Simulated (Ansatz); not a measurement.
Abridged output of a molecular run in Ansatz:

```
Functional definition: HF
963 factors; integrals over basis functions are off by at most 1.5e-3 eV
mean field evaluation 1: about -11506.2859 eV, gradient 3.0e1 eV
mean field evaluation 2: about -11506.2898 eV, gradient 3.0e1 eV
mean field evaluation 4: about -11508.8702 eV, gradient 4.1e0 eV
mean field evaluation 8: about -11508.9196 eV, gradient 2.0e-4 eV
mean field -11508.91958098 eV, -422.9449935752 hartree, gradient 1.1e-6 eV, S^2 0.000000; 0 other end points of the search recorded, 0 dependent functions left out
8 core orbitals not correlated: weight in the atoms' cores, before any rotation towards them, 1.000 or more for the frozen orbitals, at most 0.000 for the correlated occupied ones
reference -11508.91958098 eV, -422.9449935752 hartree; 12, 12 occupied and 75, 75 virtual orbitals, 963 factors
second order -14.95255256 eV of doubles, -0.00000000 eV of singles
cycle   1  -15.73812547 eV  change   -7.9e-1 eV  update   9.2e-2
cycle   2  -16.21208542 eV  change   -4.7e-1 eV  update   2.7e-2
cycle   3  -16.29975587 eV  change   -8.8e-2 eV  update   1.3e-2
cycle   4  -16.29539158 eV  change    4.4e-3 eV  update   3.7e-3
cycle   5  -16.29578329 eV  change   -3.9e-4 eV  update   1.8e-3
cycle   6  -16.29553331 eV  change    2.5e-4 eV  update   6.1e-4
cycle   7  -16.29533523 eV  change    2.0e-4 eV  update   2.4e-4
cycle   8  -16.29537876 eV  change   -4.4e-5 eV  update   8.5e-5
cycle   9  -16.29537850 eV  change    2.5e-7 eV  update   3.3e-5
cycle  10  -16.29537112 eV  change    7.4e-6 eV  update   1.1e-5
perturbative correction -0.51304908 eV, -0.0188542059 hartree
Total energy: -11525.72800118 eV, -423.5626916245 hartree
```

Its atoms:

Z-matrix (Å, degrees):
```
C
N 1 1.436
H 1 1.095 2 110.4
H 1 1.092 2 109.7 3 -118.7
H 1 1.101 2 113.1 3 120.6
C 2 1.476 1 120.7 3 -73.9
Si 2 1.708 1 135.7 3 -166.0
H 6 1.095 2 115.8 1 -25.1
H 6 1.089 2 115.8 1 110.7
H 7 1.484 2 120.3 1 12.6
H 7 1.479 2 117.6 1 -131.4
```

Problem. Which basis set was used?
A. def2-SVPD
B. def2-SVP
C. cc-pV(T+d)Z
D. def2-TZVPPD

Solution. B. It gives 95 functions.

Problem. Write the keys of the input that set method, charge and spin (a neutral closed shell needs none for the last two).

Solution. 
```yaml
correlation: {method: ccsd_t}
```
